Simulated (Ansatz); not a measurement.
Job for Ansatz (a quantum-chemistry and plane-wave program): R-CCSD(T)/cc-pV(D+d)Z on CH6OSi (SMILES C[SiH2]O), a point of a torsion scan. Files ending in .json are basis or fitting sets from the Basis Set Exchange.

Ansatz 0.2 input:
```yaml
crystal:
  periodic: [false, false, false]
  atoms:
    - {symbol: C, position_ang: [-1.18895398, 0.30100887, 0.05467766]}
    - {symbol: Si, position_ang: [0.52503481, -0.47147272, -0.17992320]}
    - {symbol: O, position_ang: [1.64800018, 0.65455941, 0.18077770]}
    - {symbol: H, position_ang: [-1.97190831, -0.37436474, -0.27611194]}
    - {symbol: H, position_ang: [-1.28354441, 1.22034548, -0.51629226]}
    - {symbol: H, position_ang: [-1.38206648, 0.54369521, 1.09655904]}
    - {symbol: H, position_ang: [0.68537976, -1.63447834, 0.70017248]}
    - {symbol: H, position_ang: [0.75394660, -0.83911413, -1.57632950]}
    - {symbol: H, position_ang: [2.29081576, 0.54228760, 0.87269676]}
basis:
  gaussian:
    orbitals: cc-pV_D+d_Z.json
magnetization: {spin_polarized: false}
correlation: {method: ccsd_t, electrons: outside_noble_gas}
scf: {lower_state_search: off}
```

The log:

```
WARN ansatz: RAYON_NUM_THREADS=2 ignored (pool sized by the plan → 2); use --threads N
Functional definition: HF
these checks for a lower state are left out or cut short: stability, starts, cluster_reference, orbital_swaps, neighbouring_geometries, increment
integrals: 0.07 GiB planned
772 factors; integrals over basis functions are off by at most 1.3e-3 eV
mean field: 0.15 GiB planned
mean field evaluation 1: about -11023.6080 eV, gradient 3.6e1 eV
mean field evaluation 2: about -11023.6101 eV, gradient 3.6e1 eV
mean field evaluation 4: about -11026.4003 eV, gradient 3.0e0 eV
mean field evaluation 8: about -11026.4304 eV, gradient 9.7e-5 eV
mean field -11026.43037377 eV, -405.2138422533 hartree, gradient 2.7e-6 eV, S^2 0.000000; 0 other end points of the search recorded, 0 dependent functions left out
7 core orbitals not correlated
reference -11026.43037377 eV, -405.2138422533 hartree; 10, 10 occupied and 64, 64 virtual orbitals, 772 factors
second order -11.90847781 eV of doubles, -0.00000000 eV of singles
coupled cluster: 0.22 GiB planned
cycle   1  -12.61748893 eV  change   -7.1e-1 eV  update   7.5e-2
cycle   2  -12.94869139 eV  change   -3.3e-1 eV  update   2.1e-2
cycle   3  -13.01150106 eV  change   -6.3e-2 eV  update   9.6e-3
cycle   4  -13.00983401 eV  change    1.7e-3 eV  update   2.1e-3
cycle   5  -13.00984716 eV  change   -1.3e-5 eV  update   7.4e-4
cycle   6  -13.00988664 eV  change   -3.9e-5 eV  update   2.1e-4
cycle   7  -13.00981415 eV  change    7.2e-5 eV  update   7.3e-5
cycle   8  -13.00980323 eV  change    1.1e-5 eV  update   2.3e-5
perturbative correction -0.28662324 eV, -0.0105332099 hartree
Total energy: -11039.72680025 eV, -405.7024769135 hartree
Checks for a lower state left out: stability, starts, cluster_reference, orbital_swaps, neighbouring_geometries, increment
```

Self-consistency was reached.

Cost: very roughly 4 core-seconds.
